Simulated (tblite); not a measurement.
Species: C5H11NSi.
Cartesian coordinates in Å at the GFN2-xTB level; atoms count from 1:
```
atom  x, y, z in Å
C1     2.8372   -0.4876    0.2471
C2     1.7156   -0.5240   -0.4519
C3     0.3891   -0.0881    0.0425
C4    -0.7362   -1.0593   -0.3266
C5    -2.0618   -0.3117   -0.2283
N6    -1.8344    0.9883   -0.8293
Si7   -0.2237    1.5635   -0.7149
H8     3.7836   -0.7876   -0.1702
H9     2.8540   -0.1502    1.2710
H10    1.7345   -0.8669   -1.4795
H11    0.4309    0.0184    1.1300
H12   -0.7357   -1.9423    0.3155
H13   -0.5955   -1.3851   -1.3593
H14   -2.8548   -0.8411   -0.7673
H15   -2.3711   -0.2205    0.8230
H16   -2.6562    1.5590   -0.9317
H17    0.3033    1.8568   -2.0484
H18    0.0123    2.6846    0.2019
```

Calculated harmonic vibrations of the isolated species, GFN2-xTB (tblite), most abundant isotopes, no scaling. Against measured fundamentals such values can be off by several per cent, at times by over 20. Modes of hydrogen on silicon can be 10 to 20 % off. One conformer, not necessarily the lowest.

Harmonic wavenumbers (cm⁻¹): 75.1, 89.9, 188.5, 235.6, 289.5, 348.0, 407.5, 454.4, 508.1, 539.2, 566.0, 607.9, 681.2, 730.1, 808.2, 857.6, 874.8, 888.1, 954.5, 979.2, 1010.9, 1023.4, 1089.1, 1126.7, 1135.4, 1152.6, 1189.9, 1221.3, 1259.3, 1273.7, 1312.3, 1331.5, 1358.0, 1423.7, 1484.2, 1504.9, 1705.6, 2214.6, 2262.3, 2856.3, 2928.0, 2941.0, 2968.3, 2979.6, 3039.8, 3093.3, 3117.9, 3485.2.

A = 4049, B = 1568, C = 1221 MHz; mass 113.066 u (most abundant isotopes); point group C1, symmetry number 1.

What is the zero-point energy?

½Σν̃ = 32286 cm⁻¹ = 92.31 kcal/mol.

Entropy at 298.15 K, 1 bar (ideal gas, RRHO, classical rotation)?

Translation 40.11, rotation 28.12, vibration 20.42: S = 88.7 cal/(mol K).

And Cp and H(298.15 K) − H(0)?

Cp = 34.01 cal/(mol K), of which vibrations give 26.06 (their classical limit is 48 R = 95.4); H(298.15 K) − H(0) = 5.86 kcal/mol without the zero-point energy, 3.49 from vibrations.

How do the functions run with temperature in this model?

| T (K) | S (cal/(mol K)) | Cp (cal/(mol K)) | H − H(0) (kcal/mol) | G − H(0) (kcal/mol) | ln q(vib) |
| --- | --- | --- | --- | --- | --- |
| 100 | 64.2 | 14.8 | 1.09 | -5.33 | 0.87 |
| 200 | 77.2 | 24.0 | 3.02 | -12.43 | 2.53 |
| 300 | 88.9 | 34.2 | 5.92 | -20.74 | 4.43 |
| 500 | 110.8 | 52.4 | 14.67 | -40.74 | 8.60 |
| 800 | 139.6 | 69.7 | 33.22 | -78.43 | 15.05 |
| 1000 | 156.0 | 77.1 | 47.94 | -108.01 | 19.18 |

q(vib) and H(0) count from the zero-point level.

Blend soft modes into free rotors: weight 1/[1 + (100 cm⁻¹/ν̃)⁴] for the oscillator and the rest for a rotor with moment μB/(μ + B), μ = h/(8π²ν), B = 10⁻⁴⁴ kg m². What vibrational entropy results?

19.35 cal/(mol K) in place of 20.42, which changes −T·S at 298.15 K by +0.32 kcal/mol.

What must be added to the electronic energy to get the Gibbs energy at 298.15 K and 1 bar?

ZPE + [H(298.15 K) − H(0)] − T·S = 92.31 + 5.86 − 26.43 = 71.74 kcal/mol.

Hindered rotation and anharmonicity are outside this model. Other conformers, if any are populated, would add a mixing term that is left out. The structure is chiral; the term R ln 2 for an equal mix with its mirror image is left out.

The run took 1.4 s on one thread of an Intel Xeon at 2.50 GHz, no GPU, shared host with 64 logical CPUs at a one-minute load of 61. The figure is for the frequency step alone.
